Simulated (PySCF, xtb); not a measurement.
ClFH₄Si₂. Atoms are numbered in the order given.

```xyz
8

Si    -1.3777    -0.5208     0.6087
F     -2.1467    -0.2429    -0.8050
Si     0.9307    -0.6139     0.1886
Cl     1.5421     1.2861    -0.4221
H     -1.6921     0.5918     1.5463
H     -1.8775    -1.8104     1.1658
H      1.2623    -1.5927    -0.8829
H      1.6693    -0.9807     1.4306
```

Coordinates come from a B3LYP-D3(BJ)/def2-SVP optimisation. This is a generated structure with no PubChem entry under its InChIKey; it may be hypothetical. Other conformers were not sampled.

The numbers are results of IEF-PCM-ωB97X/def2-SVP run with PySCF, not measurements.

The values are the electrostatic part of the solvation free energy, E(continuum) − E(gas) at the gas-phase geometry, in a cavity of scaled van der Waals radii (PySCF's table); cavitation and dispersion terms are not included. In vacuum the orbital gap is 11.88 eV. The dipole moment in vacuum is 2.23 D.

**Question.** Estimate the values in water (ε = 78.36), acetonitrile (ε = 35.69), cyclohexanone (ε = 15.62). (The exact figures need the calculation; the answer reports its results.)

**Answer.** 
| solvent | ε | ΔG(elec) (kcal/mol) | dipole (D) | gap (eV) |
|---|---|---|---|---|
| water | 78.36 | -2.7 | 2.88 | 11.97 |
| acetonitrile | 35.69 | -2.6 | 2.86 | 11.97 |
| cyclohexanone | 15.62 | -2.5 | 2.82 | 11.96 |

For comparison, GFN2-xTB/ALPB(water) (xtb, at the GFN2-xTB geometry, all terms of that model) gives -0.6 kcal/mol.
